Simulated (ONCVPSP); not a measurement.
**Ti: one change to an ONCV potential, before and after**

ONCVPSP 4.0.1 input, shortened (lines: element, Z, core and valence counts, functional; n l f; lmax; l rc ep ncon nbas qcut; lloc lpopt rc5 dvloc0; l nproj debl; icmod fcfact rcfact), PBEsol, scalar-relativistic:

```
  Ti 22.00    3    4  -116133      upf
    1    0    2.00
    2    0    2.00
    2    1    6.00
    3    0    2.00
    3    1    6.00
    3    2    2.00
    4    0    2.00
    2
    0    2.00    0.00    5    8    6.40
    1    1.70    0.00    4    8   10.00
    2    1.85    0.00    4    9    9.30
    4    5    1.65    0.00
    0    2    2.40
    1    1    1.80
    2    1    2.50
    0    0.00    0.00
```

Change: d: qcut 10.2.

Cutoffs: the cutoffs (Ha) at which the residual kinetic energy of the hardest occupied pseudo-wave falls to 1 and 0.1 mHa per electron; they do not see the model core or the augmentation charge, which bear on the density cutoff. Errors are all-electron minus pseudo energies relative to the spin-unpolarised reference configuration.

Question: What does the change do?

Answer: The potential gets harder (29 Ha and 34 Ha → 32 Ha and 37 Ha); of the 4 tests that both files solve, the error grows in 0 and shrinks in 1 by more than 15 % and 0.3 meV (median size 0.8 → 0.8 meV); neither file shows a bound ghost. The waves are optimised to have the least kinetic energy above qcut, so the cutoff follows it (qcut²/2 in Ha).

```csv
quantity,base,changed
"cutoff, loose",29 Ha,32 Ha
"cutoff, tight",34 Ha,37 Ha
loose cutoff by channel,"s 12 Ha, p 22 Ha, d 29 Ha","s 12 Ha, p 22 Ha, d 32 Ha"
bound ghosts,none,none
GHOST(+) flags under 300 eV,none,none
"error for 3s2 3p6 3d2 4s1, meV [ΔE 7.36 eV]",-0.3,-0.3
"error for 3s2 3p6 3d2 4s0, meV [ΔE 20.83 eV]",-1.3,-1.3
"error for 3s2 3p6 3d1 4s0, meV [ΔE 47.73 eV]",+33,+26
"error for 3s2 3p6 3d2 4s1.5, meV [ΔE 2.94 eV]",-0.2,-0.2
s: phases at 2.03 bohr within 0.05 rad from the reference energy up to (Ha; the scan ends near 5),4.5,4.5
p: phases at 1.73 bohr within 0.05 rad from the reference energy up to (Ha; the scan ends near 5),1.6,1.6
d: phases at 1.88 bohr within 0.05 rad from the reference energy up to (Ha; the scan ends near 5),1.0,1.1
```
